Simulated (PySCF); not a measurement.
**Diatomics of Ge with the second period**

CCSD(T) with double-zeta basis sets in PySCF, for the lowest determinant that a PBE0 search found; no spin–orbit coupling. De refers to high-spin ground-configuration atoms.

| M | basis | reference, frozen orbitals | state (unpaired electrons) | Re (Å) | ωe (cm⁻¹) | De (eV) |
| --- | --- | --- | --- | --- | --- | --- |
| Li | cc-pVDZ/cc-pVDZ-PP | UHF, 4 | quartet (σ ↑, π ↑↑) | 2.429 | 408 | 1.61 |
| Be | x2c-SVPall | UHF, 9 | triplet (π ↑↑) | 2.236 | 448 | 0.80 |
| B | x2c-SVPall | UHF, 10 | quartet (σ ↑, π ↑↑) | 1.992 | 640 | 2.81 |
| C | pcseg-1 | ROHF, 10 | triplet (σ ↑, π ↑) | 1.830 | 780 | 3.29 |
| O | x2c-SVPall | RHF, 10 | singlet (closed shell) | 1.638 | 969 | 6.26 |
| F | def2-SVP | UHF, 10 | doublet (π ↑) | 1.761 | 688 | 4.73 |

**Question.** By what factor does the well depth vary along the series?

**Answer.** At CCSD(T) it runs from 0.80 eV (BeGe) to 6.26 eV (GeO), a factor of 7.82.

The rows differ in basis set, which adds steps of its own.

The state changes along the series, so neighbouring rows are not always alike in their bonding.

Correlated steps freeze the inner cores (4 to 10 orbitals); shallow outer-core shells are correlated. UHF and ROHF references stand side by side, which adds small steps between rows. Correlated levels converge slowly with the basis: in double zeta they bind strong bonds too weakly, by up to about 1 eV, and carry superposition errors of some tenths. Spin–orbit coupling is left out. Where the molecule has an RHF reference, its open-shell atoms are computed with UHF. The CCSD T1 diagnostic is raised in GeO, a sign that a single reference may not be enough there. States were picked by a PBE0 search and need not be the measured ground states.
